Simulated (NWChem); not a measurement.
System: KCl; SMILES [K][Cl]

Input file for NWChem:

```
start job
memory heap 200 mb stack 900 mb global 1100 mb
geometry units angstroms noautoz
  K      0.000000     0.000000    -1.255548
  Cl     0.000000     0.000000     1.398825
end
basis spherical
  K library def2-svp
  Cl library def2-svp
end
dft
  xc hcth407
  iterations 150
  mulliken
end
task dft energy
```

Output (shortened):

```
             Northwest Computational Chemistry Package (NWChem) 7.3.0
             --------------------------------------------------------

 ORDER OF PRIMARY AXIS IS BEING SET TO 4
 C4V symmetry detected

                             Geometry "geometry" -> ""
                             -------------------------

 Output coordinates in angstroms (scale by  1.889725989 to convert to a.u.)

  No.       Tag          Charge          X              Y              Z
 ---- ---------------- ---------- -------------- -------------- --------------
    1 K                   19.0000     0.00000000     0.00000000    -1.25345392
    2 Cl                  17.0000     0.00000000     0.00000000     1.40091908

 Effective nuclear repulsion energy (a.u.)      64.3934561672

      Symmetry information
      --------------------

 Group name             C4v
 Group number             18
 Group order               8
 No. of unique centers     2

                                 NWChem DFT Module
                                 -----------------

 Summary of "ao basis" -> "ao basis" (spherical)
 ------------------------------------------------------------------------------
       Tag                 Description            Shells   Functions and Types
 ---------------- ------------------------------  ------  ---------------------
 K                          def2-svp                10       24   5s3p2d
 Cl                         def2-svp                 8       18   4s3p1d

      Symmetry analysis of basis
      --------------------------

        a1         18
        a2          0
        b1          3
        b2          3
        e          18

            General Information
            -------------------
          SCF calculation type: DFT
          Wavefunction type:  closed shell.
          No. of atoms     :     2
          No. of electrons :    36
           Alpha electrons :    18
            Beta electrons :    18
          Charge           :     0
          Spin multiplicity:     1
          Use of symmetry is: on ; symmetry adaption is: on
          Maximum number of iterations: 150
          AO basis - number of functions:    42
                     number of shells:    18
          Convergence on energy requested:  1.00D-06
          Convergence on density requested:  1.00D-05
          Convergence on gradient requested:  5.00D-04

              XC Information
              --------------
                      HCTH407 Method XC Functional
                      HCTH407  Exchange Functional  1.000
                   HCTH407  Correlation Functional  1.000

             Grid Information
             ----------------
          Grid used for XC integration:  medium
          Radial quadrature: Mura-Knowles
          Angular quadrature: Lebedev.
          Tag              B.-S. Rad. Rad. Pts. Rad. Cut. Ang. Pts.
          ---              ---------- --------- --------- ---------
          K                   2.20      112          14.0       590
          Cl                  1.00       88          11.0       590
          Grid pruning is: on
          Number of quadrature shells:   200
          Spatial weights used:  Erf1

      Superposition of Atomic Density Guess
      -------------------------------------

 Sum of atomic energies:       -1058.40089110

      Non-variational initial energy
      ------------------------------

 Total energy =   -1058.264240
 1-e energy   =   -1586.823408
 2-e energy   =     464.165712
 HOMO         =      -0.443862
 LUMO         =      -0.047246

      Symmetry analysis of molecular orbitals - initial
      -------------------------------------------------

 !! scf_movecs_sym_adapt:    6 vectors were symmetry contaminated

  Symmetry fudging

 !! scf_movecs_sym_adapt:    6 vectors were symmetry contaminated

  Numbering of irreducible representations:

     1 a1          2 a2          3 b1          4 b2          5 e

  Orbital symmetries:

     1 a1          2 a1          3 a1          4 a1          5 e
     6 e           7 a1          8 a1          9 e          10 e
    11 a1         12 a1         13 e          14 e          15 a1
    16 e          17 e          18 a1         19 a1         20 a1
    21 e          22 e          23 a1         24 b1         25 b2
    26 e          27 e          28 a1

     ---------------------------------------------
      Total Density - Mulliken Population Analysis
     ---------------------------------------------

    Atom       Charge   Shell Charges
 -----------   ------   -------------------------------------------------------
    1 K   19    18.11   2.00  2.00  2.00  0.04 -0.01  6.00  5.99  0.04  0.01  0.03
    2 Cl  17    17.89   2.00  1.99  1.25  0.74  5.95  2.30  3.66  0.00

   convergence    iter        energy       DeltaE   RMS-Dens  Diis-err
 ---------------- ----- ----------------- --------- --------- ---------
 d= 0,ls=0.0,diis     1  -1060.1157399621 -1.12D+03  6.05D-02  1.88D-01
 d= 0,ls=0.0,diis     2  -1059.9692208818  1.47D-01  4.85D-02  9.19D-01
 d= 0,ls=0.0,diis     3  -1060.1474812725 -1.78D-01  5.16D-03  6.19D-03
 d= 0,ls=0.0,diis     4  -1060.1493134274 -1.83D-03  5.52D-04  3.24D-04
 d= 0,ls=0.0,diis     5  -1060.1493460833 -3.27D-05  1.46D-04  4.59D-05
  Resetting Diis
 d= 0,ls=0.0,diis     6  -1060.1493540876 -8.00D-06  7.82D-05  5.71D-06
 d= 0,ls=0.0,diis     7  -1060.1493552552 -1.17D-06  2.02D-05  9.54D-08
 d= 0,ls=0.0,diis     8  -1060.1493552646 -9.42D-09  9.06D-06  6.66D-08

         Total DFT energy =    -1060.149355264641
      One electron energy =    -1590.825400304501
           Coulomb energy =      528.317300493573
    Exchange-Corr. energy =      -62.034711620915
 Nuclear repulsion energy =       64.393456167201

 Numeric. integr. density =       35.999999705118

                  Occupations of the irreducible representations
                  ----------------------------------------------

                     irrep           alpha         beta
                     --------     --------     --------
                     a1               10.0         10.0
                     a2                0.0          0.0
                     b1                0.0          0.0
                     b2                0.0          0.0
                     e                 8.0          8.0

                       DFT Final Molecular Orbital Analysis
                       ------------------------------------

 Vector   16  Occ=2.000000D+00  E=-1.757075D-01  Symmetry=a1
              MO Center= -7.7D-16, -4.0D-15,  1.3D+00, r^2= 1.7D+00
   Bfn.  Coefficient  Atom+Function         Bfn.  Coefficient  Atom+Function
  ----- ------------  ---------------      ----- ------------  ---------------
    37      0.641338  2 Cl pz                34      0.446429  2 Cl pz
     4     -0.324220  1 K  s                 31      0.264162  2 Cl pz
     5      0.154819  1 K  s                  3      0.152772  1 K  s
    11      0.130688  1 K  pz                28      0.053803  2 Cl s
    17     -0.051080  1 K  d  0              27      0.049391  2 Cl s

 Vector   17  Occ=2.000000D+00  E=-1.672265D-01  Symmetry=e
              MO Center= -1.2D-15, -7.9D-16,  1.3D+00, r^2= 1.4D+00
   Bfn.  Coefficient  Atom+Function         Bfn.  Coefficient  Atom+Function
  ----- ------------  ---------------      ----- ------------  ---------------
    35      0.615840  2 Cl px                32      0.441422  2 Cl px
    29      0.259417  2 Cl px                36     -0.137397  2 Cl py
    12      0.125950  1 K  px                33     -0.098483  2 Cl py
    23     -0.079598  1 K  d  1               9     -0.058315  1 K  px
    30     -0.057877  2 Cl py                13     -0.028100  1 K  py

 Vector   18  Occ=2.000000D+00  E=-1.672265D-01  Symmetry=e
              MO Center=  9.4D-16,  7.5D-16,  1.3D+00, r^2= 1.4D+00
   Bfn.  Coefficient  Atom+Function         Bfn.  Coefficient  Atom+Function
  ----- ------------  ---------------      ----- ------------  ---------------
    36      0.615840  2 Cl py                33      0.441422  2 Cl py
    30      0.259417  2 Cl py                35      0.137397  2 Cl px
    13      0.125950  1 K  py                32      0.098483  2 Cl px
    21      0.079598  1 K  d -1              10     -0.058315  1 K  py
    29      0.057877  2 Cl px                12      0.028100  1 K  px

 Vector   19  Occ=0.000000D+00  E=-8.412679D-02  Symmetry=a1
              MO Center= -6.0D-14,  5.4D-15, -2.2D+00, r^2= 7.1D+00
   Bfn.  Coefficient  Atom+Function         Bfn.  Coefficient  Atom+Function
  ----- ------------  ---------------      ----- ------------  ---------------
     4      0.996021  1 K  s                 14     -0.402728  1 K  pz
     3     -0.350650  1 K  s                 11      0.149025  1 K  pz
    37      0.134481  2 Cl pz                34      0.092010  2 Cl pz
     2      0.062716  1 K  s                 31      0.053028  2 Cl pz
    27     -0.048531  2 Cl s                  8     -0.041456  1 K  pz

 Vector   20  Occ=0.000000D+00  E=-1.851218D-02  Symmetry=e
              MO Center= -2.8D-15,  3.9D-15, -1.6D+00, r^2= 8.4D+00
   Bfn.  Coefficient  Atom+Function         Bfn.  Coefficient  Atom+Function
  ----- ------------  ---------------      ----- ------------  ---------------
    12      0.827667  1 K  px                13      0.586263  1 K  py
     9     -0.223490  1 K  px                10     -0.158305  1 K  py
    23      0.152365  1 K  d  1              35     -0.120090  2 Cl px
    21     -0.107925  1 K  d -1              36     -0.085064  2 Cl py
    32     -0.063631  2 Cl px                 6      0.060498  1 K  px

[...]
```

Level: HCTH/407/def2-SVP. All runs use the structure optimised with PBE0/def2-SVP.
